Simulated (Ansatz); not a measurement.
The cluster As₂S₂ (the lowest singlet isomer of a short search). Charge 0, multiplicity 1. Geometry r2SCAN-D4/def2-SVP, basis def2-TZVP, Ansatz.

| atom | x (Å) | y (Å) | z (Å) |
| --- | --- | --- | --- |
| As1 | 1.0035 | -0.4070 | -0.7279 |
| As2 | -0.2207 | 1.2104 | 0.4344 |
| S3 | 0.4465 | -0.7291 | 1.4855 |
| S4 | -1.2294 | -0.0743 | -1.1921 |

```json
{"run": "A", "HOMO (eV)": "-5.98", "LUMO (eV)": "-2.90"}
{"run": "B", "HOMO (eV)": "-8.75", "LUMO (eV)": "-0.44"}
{"run": "C", "HOMO (eV)": "-6.00", "LUMO (eV)": "-3.07"}
{"run": "D", "HOMO (eV)": "-6.80", "LUMO (eV)": "-2.36"}
{"run": "E", "HOMO (eV)": "-5.73", "LUMO (eV)": "-3.06"}
```

The structure comes from a short search, and lower isomers may exist.

The runs used B97M-V, PBE, PBE0, r2SCAN, ωB97M-V. Estimate which is which.

A B97M-V (0 % exact exchange); B ωB97M-V (range-separated); C r2SCAN (0 % exact exchange); D PBE0 (25 % exact exchange); E PBE (0 % exact exchange). Exact exchange lowers occupied and raises empty levels; among semilocal functionals meta-GGAs tend to open the gap a little, and such runs are hard to tell apart. The gap grows from 2.67 eV (PBE) to 8.31 eV (ωB97M-V).
